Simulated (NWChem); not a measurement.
System: MoN₂H₂Cl₂; SMILES [Mo](=[NH])([Cl])(=[NH])[Cl]

NWChem input:

```
start job
memory heap 200 mb stack 900 mb global 1100 mb
geometry units angstroms
  Mo     0.000000     0.000000     0.178158
  N      0.000000     1.409438     1.185445
  H      0.000000     1.893715     2.092352
  N      0.000000    -1.409438     1.185445
  H      0.000000    -1.893715     2.092352
  Cl    -1.955052     0.000000    -1.022649
  Cl     1.955052     0.000000    -1.022649
end
basis spherical
  * library sto-3g
end
dft
  xc hfexch
  iterations 150
end
driver
  maxiter 120
end
task dft optimize
```

The level has its own optimisation.

Problem. Give the results of this calculation. (Hartree-Fock/STO-3G, non-relativistic.) Quantities: r Mo–N (Å); r Cl–Mo (Å); r H–N (Å); dipole (D).

Solution. 
- r Mo–N (Å): 1.651
- r Cl–Mo (Å): 2.267
- r H–N (Å): 1.037
- dipole (D): 4.92
